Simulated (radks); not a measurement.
Task: Species: Nb+. Configuration: [Kr] 4d4. Method: Dirac Kohn-Sham, PBE, spin-unpolarised, spherical densities, finite nucleus; open shells fill j = l - 1/2 first; Fermi nuclear charge, rms radius 4.324 fm; computed with a radial shooting solver on a logarithmic mesh with Libxc functionals. Some entries of the table are withheld. Estimate them.

orbital,occ.,eigenvalue (hartree),<r^2> (bohr^2)
1s1/2,2,(1),0.001757
2s1/2,2,-96.84220,0.02938
2p1/2,2,-88.89180,0.02224
2p3/2,4,-85.37190,0.02361
3s1/2,2,-16.34862,0.2251
3p1/2,2,(2),0.2243
3p3/2,4,(3),0.2349
3d3/2,4,-7.49915,0.2241
3d5/2,6,-7.39304,0.2276
4s1/2,2,-2.37574,1.529
4p1/2,2,-1.55311,1.893
4p3/2,4,-1.47644,1.988
4d3/2,4,-0.34293,5.185
4d5/2,0,-0.33683,5.307

Result: 
(1) 1s1/2 eigenvalue (hartree): -691.0930
(2) 3p1/2 eigenvalue (hartree): -13.35491
(3) 3p3/2 eigenvalue (hartree): -12.78483
